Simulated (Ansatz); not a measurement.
GeHF₃. Total charge 0; triplet. Geometry PBE0-D4/def2-TZVP, that of the neutral singlet; atoms count from 1.

```xyz
5

Ge    0.073   -0.040   -0.021
H     1.360   -0.750   -0.397
F    -0.545   -0.569    1.480
F    -1.166   -0.290   -1.169
F     0.278    1.649    0.108
```

At PBE0-D4/def2-TZVP a singlet of charge 0 lies 8.24 eV below the triplet at the same geometry.

Question: Estimate the Mulliken populations from the PBE0/def2-TZVP orbitals of Ansatz.

Answer: 
| atom | charge (e) | spin (α − β) |
| --- | --- | --- |
| Ge1 | 0.63 | 0.75 |
| H2 | 0.07 | 0.76 |
| F3 | -0.23 | 0.16 |
| F4 | -0.23 | 0.16 |
| F5 | -0.23 | 0.16 |
Mulliken values depend strongly on the basis.

Question: Where does the spin sit?

Answer: Summed by element: Ge 0.75, H 0.76, F 0.49, of 2 unpaired in all. Largest on single atoms: H2 0.76, Ge1 0.75, F3 0.16.

Question: And the Mayer bond orders between heavy atoms (over 0.3)?

Answer: Ge1–F3 0.88 (1.71 Å); Ge1–F4 0.88 (1.71 Å); Ge1–F5 0.88 (1.71 Å).
